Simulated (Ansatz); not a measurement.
A nudged elastic band was laid between two geometries of ClH3OSn + H2S (9 atoms, charge 0, multiplicity 1).

The calculation used Ansatz, RKS B3LYP/def2-SVP.

```
movable images  : 7
climbing image  : yes
spring          : 5.0 eV/Å²
optimiser       : quadratic models (default)
start path      : through a guess of the saddle point
force threshold : 0.05 eV/Å
iteration limit : 60
end points      : relaxed
```

Image 0:

```xyz
9
Properties=species:S:1:pos:R:3
Sn -0.159 0.268 -0.094
O -0.104 -0.067 1.878
H -0.970 0.028 2.301
H 1.454 0.153 -0.621
H -1.029 1.718 -0.392
Cl -1.459 -1.471 -1.058
S 1.492 -3.060 1.523
H 0.371 -3.463 0.882
H 0.861 -1.977 2.047
```

Image 8:

```xyz
9
Properties=species:S:1:pos:R:3
Sn -0.036 -0.633 -0.280
O 0.564 0.134 2.346
H -0.183 0.389 2.906
H 1.288 0.415 -0.496
H -1.538 -0.078 0.323
Cl -0.627 -1.315 -2.501
S 0.738 -2.696 0.823
H -0.479 -3.288 0.773
H 0.730 -0.799 2.571
```

Task: What changes between the two ends?

Result: Bonds broken: Sn1–O2, S7–H9. Bonds formed: Sn1–S7, O2–H9. ClH3OSn + H2S becomes ClH3SSn + H2O.

Task: What energy profile does the band end with?

Result: The forces met the threshold. The highest image is number 3 of 0 to 8, 0.55 eV above the first end and 1.08 eV above the last; the last end lies 0.53 eV below the first. A vibrational analysis at the climbing image gives one clearly imaginary mode, 981i cm⁻¹: a first-order saddle point. The orbitals stay closed-shell, which can raise the energy where a bond breaks towards radicals; this wasn't checked here.

| image | path coordinate (Å) | energy (eV) | Sn1–O2 (Å) | S7–H9 (Å) | Sn1–S7 (Å) |
| --- | --- | --- | --- | --- | --- |
| 0 | 0.00 | 0.00 | 2.00 | 1.36 | 4.05 |
| 1 | 0.51 | 0.04 | 2.01 | 1.36 | 3.65 |
| 2 | 1.03 | 0.23 | 2.04 | 1.39 | 3.21 |
| 3 | 1.54 | 0.55 | 2.14 | 1.60 | 2.88 |
| 4 | 2.19 | 0.04 | 2.40 | 2.08 | 2.60 |
| 5 | 2.83 | -0.23 | 2.69 | 2.30 | 2.50 |
| 6 | 3.48 | -0.40 | 2.86 | 2.42 | 2.47 |
| 7 | 4.12 | -0.50 | 2.82 | 2.52 | 2.46 |
| 8 | 4.77 | -0.53 | 2.80 | 2.58 | 2.46 |

Task: What is the geometry of the highest image?

Result: 
```xyz
9
Properties=species:S:1:pos:R:3:forces:R:3
Sn 0.067 -0.177 -0.078 0.00 0.00 0.01
O 0.018 -0.239 2.061 0.00 0.00 -0.01
H -0.802 -0.008 2.529 0.00 0.00 0.00
H 1.619 0.190 -0.699 0.00 0.00 0.00
H -0.983 1.197 -0.094 0.00 0.00 0.00
Cl -1.299 -1.672 -1.350 0.00 0.00 0.00
S 1.227 -2.512 1.142 0.00 0.00 0.00
H 0.110 -3.237 0.908 0.00 0.00 0.00
H 0.502 -1.413 2.046 0.00 0.00 0.00
```

Task: What are the harmonic wavenumbers there?

Result: 981i, 68, 119, 170, 301, 340, 383, 453, 466, 495, 519, 552, 699, 720, 837, 1200, 1438, 1870, 1921, 2681, 3777 cm⁻¹.

Run time: 6.9 min on 2 threads of Arm Neoverse V1, with other jobs on the host, peak memory 0.28 GiB.
